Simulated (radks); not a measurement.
Results of a calculation; reference values are marked as such.
Question: Nd3+, configuration [Xe] 4f3. Code: a radial shooting solver on a logarithmic mesh with Libxc functionals. Model: Dirac Kohn-Sham, OLYP, spin-unpolarised, spherical densities, finite nucleus; open shells fill j = l - 1/2 first; Fermi nuclear charge, rms radius 4.9123 fm. Some entries of the table are withheld. Estimate them.

| orbital | occ. | eigenvalue (hartree) | <r^2> (bohr^2) |
|---|---|---|---|
| 1s1/2 | 2 | -1594.329 | 0.0007602 |
| 2s1/2 | 2 | -258.8984 | 0.01197 |
| 2p1/2 | 2 | (1) | 0.008751 |
| 2p3/2 | 4 | (2) | 0.01000 |
| 3s1/2 | 2 | -57.10829 | 0.08092 |
| 3p1/2 | 2 | (3) | 0.07592 |
| 3p3/2 | 4 | (4) | 0.08327 |
| 3d3/2 | 4 | -37.05429 | 0.06749 |
| 3d5/2 | 6 | -36.22786 | 0.06956 |
| 4s1/2 | 2 | -12.26802 | 0.4145 |
| 4p1/2 | 2 | -10.02736 | 0.4401 |
| 4p3/2 | 4 | -9.19422 | 0.4801 |
| 4d3/2 | 4 | -5.50800 | (5) |
| 4d5/2 | 6 | -5.35965 | (6) |
| 5s1/2 | 2 | -2.48026 | 2.304 |
| 5p1/2 | 2 | -1.85497 | 2.846 |
| 5p3/2 | 4 | -1.72969 | 3.123 |
| 4f5/2 | 3 | -1.14992 | (7) |
| 4f7/2 | 0 | -1.13272 | (8) |
| 5d3/2 | 0 | -0.89573 | (9) |
| 5d5/2 | 0 | -0.88275 | (10) |
| 6s1/2 | 0 | -0.80522 | 12.29 |
| 6p1/2 | 0 | -0.65203 | (11) |
| 6p3/2 | 0 | -0.62914 | (12) |

Answer: 
(1) 2p1/2 eigenvalue (hartree): -245.0259
(2) 2p3/2 eigenvalue (hartree): -225.9204
(3) 3p1/2 eigenvalue (hartree): -51.18317
(4) 3p3/2 eigenvalue (hartree): -47.36580
(5) 4d3/2 <r^2> (bohr^2): 0.5628
(6) 4d5/2 <r^2> (bohr^2): 0.5787
(7) 4f5/2 <r^2> (bohr^2): 1.190
(8) 4f7/2 <r^2> (bohr^2): 1.215
(9) 5d3/2 <r^2> (bohr^2): 5.979
(10) 5d5/2 <r^2> (bohr^2): 6.152
(11) 6p1/2 <r^2> (bohr^2): 15.42
(12) 6p3/2 <r^2> (bohr^2): 16.30
